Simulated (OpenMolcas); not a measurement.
**Rh2+: moving or changing the point charges**

Rh2+ among 3 point charges of -2 e arranged as a planar triangle (D3h), 2.07 Å from the ion.

```json
{"Program": "OpenMolcas", "Method": "CASSCF", "Basis": "ANO-RCC-VDZP [6s5p3d1f]", "Scalar Hamiltonian": "DKH2, point nucleus", "Active space": "7 electrons in 5 orbitals (4d)", "State averaging": "2S+1 = 4 even, 10 roots; 2S+1 = 2 even, 40 roots", "Spin-orbit coupling": "state interaction with AMFI integrals over the reference wave functions"}
```

Runs around this geometry, states (labels of D3, the rotations of D3h). Energies in cm-1 above the lowest state or level, χT in cm3 K/mol.

```json
{"R (Å)": "2.07", "q (e)": "-1", "Ground state": "4A2", "First state of that spin": "4E 834.1", "First gap with spin-orbit (degeneracies)": "348.8 (2, 2)", "χT at 300 K": "4.560", "First state of another spin": "2E 14141"}
{"R (Å)": "1.87", "q (e)": "-2", "Ground state": "4E", "First state of that spin": "4A2 2904", "First gap with spin-orbit (degeneracies)": "43.7 (2, 2)", "χT at 300 K": "3.167", "First state of another spin": "2E 11514"}
{"R (Å)": "2.07", "q (e)": "-2", "Ground state": "4E", "First state of that spin": "4A2 1024", "First gap with spin-orbit (degeneracies)": "44.7 (2, 2)", "χT at 300 K": "4.192", "First state of another spin": "2E 13336"}
{"R (Å)": "2.19", "q (e)": "-2", "Ground state": "4E", "First state of that spin": "4A2 418.5", "First gap with spin-orbit (degeneracies)": "165.6 (2, 2)", "χT at 300 K": "4.486", "First state of another spin": "2E 13746"}
```

Taking the first state of the same spin as R^-n, n = -ln(418.5 / 2904) / ln(2.19 / 1.87) = 12.3 between the shortest and longest distance.

The ground state changes within this set.

Without dynamic correlation the repulsion within the d shell is too large (B by tens of per cent), so at a given field states of lower spin stand too high. Point charges give a weaker field than real ligands, and real ions of this kind are as a rule low spin; the high spin found here belongs to the model. Spin-orbit coupling mixes the spin-free states strongly: the lowest level takes only 62 % from its leading state, 4A2 (figures for R = 2.07, q = -1; the like holds for R = 2.07, q = -2, R = 2.19, q = -2). The ground term spreads over less than 5000 cm-1, several times less than with real ligands, so orbital moments are less quenched and χT lies further from the spin-only value than at real sites (holds for R = 2.07, q = -1). An orbital doublet at a regular site is open to a Jahn-Teller distortion, which this geometry leaves out (holds for R = 1.87, q = -2; R = 2.07, q = -2; R = 2.19, q = -2). Point charges carry no covalency, so the field is a model and not that of real ligands. No measured value stands beside these numbers.
